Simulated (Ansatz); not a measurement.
C3H7FOSi, SMILES CC(=O)[Si@@H](C)F.

Coordinates come from a B3LYP-D3(BJ)/def2-SVP optimisation. The structure was generated by enumeration; whether it is a known compound was not checked. One conformer was computed; it need not be the lowest.

Two levels are set side by side: PBE/def2-SVPD (Ansatz, a quantum-chemistry and plane-wave program) and ωB97X-V/def2-SVPD (Ansatz). Energy differences of separate SCF runs at the same geometry; the states with an electron removed or added have multiplicity 2 and 2. Differences are taken from unrounded values.

| quantity | ωB97X-V |
|---|---|
| vertical ionisation energy (eV) | 9.32 |
| vertical singlet–triplet gap (eV) | 2.94 |

What does PBE give, and how far is it from ωB97X-V? (Estimate from the structure and the level; the computed values follow.)


| quantity | PBE | PBE minus ωB97X-V |
|---|---|---|
| vertical ionisation energy (eV) | 8.93 | -0.39 |
| vertical singlet–triplet gap (eV) | 2.76 | -0.19 |
